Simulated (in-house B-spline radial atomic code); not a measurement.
Radial electron density of neutral potassium, [Ar] 4s1. Method: non-relativistic HSE06, spin-polarised, spherical fractional occupations, exact exchange averaged over the configuration, point nucleus. Calculated with a radial B-spline atomic code at the basis-set limit.

Columns: r (bohr), 4πr²n(r) (electrons per bohr), bar.

```
 0.00364   0.6589 #
 0.00447   0.9627 ##
  0.0055    1.402 ###
 0.00676    2.018 ####
 0.00831    2.876 ######
  0.0102    4.033 ########
  0.0126    5.618 ###########
  0.0155    7.617 ###############
   0.019    10.03 ###################
  0.0234    12.88 #########################
  0.0287    15.88 ###############################
  0.0353    18.77 ####################################
  0.0434    21.02 #########################################
  0.0534    22.12 ###########################################
  0.0657     21.7 ##########################################
  0.0808     19.9 ######################################
  0.0993    17.54 ##################################
   0.122    15.91 ###############################
    0.15    16.21 ###############################
   0.185    18.63 ####################################
   0.227     21.6 ##########################################
   0.279    22.82 ############################################
   0.343    20.49 ########################################
   0.422    15.04 #############################
   0.519    9.183 ##################
   0.638    5.716 ###########
   0.784    5.358 ##########
   0.964    6.434 ############
    1.19    6.688 #############
    1.46    5.366 ##########
    1.79    3.327 ######
     2.2    1.609 ###
    2.71   0.6664 #
    3.33   0.3401 #
     4.1   0.2622 #
    5.04   0.2139 
     6.2   0.1356 
    7.62  0.06192 
    9.37  0.01983 
    11.5 0.004086 
    14.2 0.0004592 
    17.4 2.904e-05
```

On this grid the curve has 3 maxima, near 0.0534, 0.279, 1.19 bohr.

The 3p up radial function P(r) = rR(r), positive near the nucleus:

```json
{"r (bohr)": "0.00447", "P": "0.001293"}
{"r (bohr)": "0.00676", "P": "0.002894"}
{"r (bohr)": "0.0102", "P": "0.006379"}
{"r (bohr)": "0.0155", "P": "0.01401"}
{"r (bohr)": "0.0234", "P": "0.02965"}
{"r (bohr)": "0.0353", "P": "0.06039"}
{"r (bohr)": "0.0534", "P": "0.1169"}
{"r (bohr)": "0.0808", "P": "0.2084"}
{"r (bohr)": "0.122", "P": "0.3269"}
{"r (bohr)": "0.185", "P": "0.422"}
{"r (bohr)": "0.279", "P": "0.3775"}
{"r (bohr)": "0.422", "P": "0.07603"}
{"r (bohr)": "0.638", "P": "-0.4335"}
{"r (bohr)": "0.964", "P": "-0.8404"}
{"r (bohr)": "1.46", "P": "-0.8171"}
{"r (bohr)": "2.2", "P": "-0.4663"}
{"r (bohr)": "3.33", "P": "-0.1478"}
{"r (bohr)": "5.04", "P": "-0.02292"}
{"r (bohr)": "7.62", "P": "-0.001328"}
```
